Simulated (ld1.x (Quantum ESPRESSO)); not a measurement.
potassium: one change to an RRKJ potential, before and after

* Element: potassium (K)
* Generator: ld1.x (Quantum ESPRESSO) 7.5
* Type: norm-conserving RRKJ (Kleinman–Bylander form)
* Functional: PBE
* Relativity: scalar-relativistic
* Frozen core: [Ar]
* Valence charge: 1
* Reference configuration: 3d0 4s0.5 4p0 (charge +0.5)
* Partial waves: 4p (bound, empty): rc 3.40 bohr; 3d (bound, empty): rc 4.20 bohr; 4s (bound): rc 3.85 bohr
* Local potential: the s channel
* Core correction: none
* rho0: 0.001

Change: core correction a·sin(br)/r model core inside 2.68 bohr.

Cutoffs: the cutoffs (Ry, on a coarse ladder) from which the occupation-weighted sum of valence levels, in a spherical-Bessel basis at the reference potential, stays within 10 and 1 mRy of its value at 400 Ry; they do not see the model core or the augmentation charge, which bear on the density cutoff. Errors are all-electron minus pseudo energies relative to the spin-unpolarised reference configuration.

Problem. What does the change do?

Solution. Both files are so soft that the ladder of cutoffs tells neither apart; of the 4 tests that both files solve, the error grows in 0 and shrinks in 4 by more than 15 % and 0.3 meV (median size 26.3 → 0.4 meV); neither file shows a bound ghost. Exchange and correlation are not linear in the density, so unscreening with the valence charge alone errs where core and valence overlap; a model core restores that term. A model core, the more so a compact one, raises the density cutoff, which this test does not measure.

```tsv
quantity	base	changed
cutoff, loose	6 Ry	6 Ry
cutoff, tight	6 Ry	6 Ry
bound ghosts	none	none
error for 3d0 4s1 4p0, meV [ΔE -1.64 eV]	+22	+0.6
error for 3d0 4s0 4p1, meV [ΔE -0.09 eV]	+31	0.0
error for 3d1 4s0 4p0, meV [ΔE 0.82 eV]	+84	+2.0
error for 3d0.5 4s0.5 4p0, meV [ΔE -0.42 eV]	+14	+0.2
s: phases at 4.54 bohr within 0.05 rad from the reference energy up to (Ry; the scan ends near 5)	0.7	0.7
p: phases at 4.54 bohr within 0.05 rad from the reference energy up to (Ry; the scan ends near 5)	n/a	n/a
d: phases at 4.54 bohr within 0.05 rad from the reference energy up to (Ry; the scan ends near 5)	0.2	0.2
```
